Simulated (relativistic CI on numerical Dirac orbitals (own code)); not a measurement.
## A ladder of approximations for the levels of Mg IV

Calculated with a relativistic CI code on KLI orbitals (one set per configuration, finite nucleus), adding one ingredient at a time: step 1, Dirac-Coulomb, each configuration alone; step 2, with Breit and QED terms; step 3, with configuration mixing; step 4, with scaled Slater integrals (0.85); step 5, with a P86 correlation estimate; step 6, tied to the ionisation limit. P86 is a density functional for the correlation energy, evaluated here for each configuration and added to its levels. Step 6 is semi-empirical: configurations made of the next ion and one excited electron move by 1751 cm⁻¹, so that their limit matches the tabulated ionisation energy, and those with a non-penetrating f or g electron also take the P86 value of the least penetrating other one.

CI space (outside the closed core 1s2): 2s²2p⁵, 2s2p⁶, 2s²2p⁴3s, 2s²2p⁴3p, 2s²2p⁴3d, 2s²2p⁴4s, 2s²2p⁴4d, 2s²2p⁴4p, 2s²2p⁴4f, 2p⁶3s, 2s2p⁵3s, 2p⁶3p, 2s2p⁵3p, 2s²2p³3s3p, 2p⁶3d, 2s²2p³3s², 2s²2p²3s²3p, 2s²2p²3s²3d, 2s²2p²3s²4s, 2s²2p²3s²4d.

Computed minus measured energy above the ground level, in cm⁻¹, for 16 of the 69 excited levels that pair in every step (one J of a term; a digit in brackets numbers repeated terms):

```csv
Configuration,Term,J,Measured,Step 1,Step 2,Step 3,Step 4,Step 5,Step 6
2s²2p⁵,2P°,1/2,2228,123,-24,-22,-24,-24,-24
2s2p⁶,2S,1/2,311532,20262,20060,14694,16057,17558,17574
2s²2p⁴3s,4P,5/2,543720,-8829,-8981,-10214,-6566,251,1997
2s²2p⁴3s,2P,3/2,553666,-8032,-8186,-9214,-7257,-440,1307
2s²2p⁴3s,2D,5/2,582562,-6499,-6705,-7551,-10004,-3189,-1441
2s²2p⁴3p,4P°,5/2,596522,-8278,-8467,-10124,-5542,1616,3357
2s²2p⁴3p,4D°,7/2,603138,-9809,-10003,-9655,-6405,747,2498
2s²2p⁴3p,4S°,3/2,612232,-9963,-10153,-9856,-7795,-643,1108
2s²2p⁴3d,4D,7/2,670786,-10065,-10277,-10733,-6927,422,2169
2s²2p⁴3d,4F,9/2,675370,-10473,-10683,-10307,-7393,-48,1703
2s²2p⁴3d,4P,1/2,677980,-10318,-10510,-10514,-7883,-536,1212
2s²2p⁴4s,4P,5/2,719785,-11438,-11622,-11493,-8502,-584,1165
2s²2p⁴4s,2P,3/2,723267,-11089,-11282,-10912,-8435,-518,1232
2s²2p⁴4s,2D,5/2,756866,-9545,-9783,-9446,-12233,-4320,-2570
2s²2p⁴4d,4P,1/2,767339,-11607,-11806,-11471,-8754,-613,1137
2s²2p⁴4d,4F,5/2,767489,-11637,-11860,-11461,-8645,-505,1246
```

Mean absolute errors in cm⁻¹, over all paired levels and for the configurations:

```
Configuration, levels  Step 1  Step 2  Step 3  Step 4  Step 5  Step 6
              all, 69    8729    8901    9463    8891    2295    2554
            2s²2p⁵, 1     123      24      22      24      24      24
             2s2p⁶, 1   20262   20060   14694   16057   17558   17574
          2s²2p⁴3s, 8    7820    7976    9629    9046    2402    2619
         2s²2p⁴3p, 21    7728    7868    8788    8400    2373    2727
         2s²2p⁴3d, 28    8814    9023    9541    9132    2092    2350
          2s²2p⁴4s, 7   10774   10992   10731    9549    1633    1586
          2s²2p⁴4d, 3   11617   11828   11463    8709     569    1181
```

Measured levels: NIST levels in Kelleher and Podobedova, J. Phys. Chem. Ref. Data 37, 267 (2008).

The mean absolute error is lowest at step 5 (2295 cm⁻¹), and the largest single drop is from step 4 to 5 (8891 to 2295). The Breit and QED terms change the top of the ground term (measured 2228) from 2351 to 2204. Mixing lowers the ground level by 395; relative to it the configurations that move most are 2s2p⁶ by -5366, 2s²2p⁴3s by -3423, 2s²2p⁴3p by -2457. The P86 estimate moves 2s²2p⁴4d by +8141, 2s²2p⁴4s by +7916, 2s²2p⁴3d by +7351, and takes the mean absolute error of the excited configurations from 9022 to 2328. Step 6 takes that error from 2328 to 2592; it grows for 2s²2p⁴4d. The shift fits the limit, so it does little for low levels whose errors differ from those near the limit.
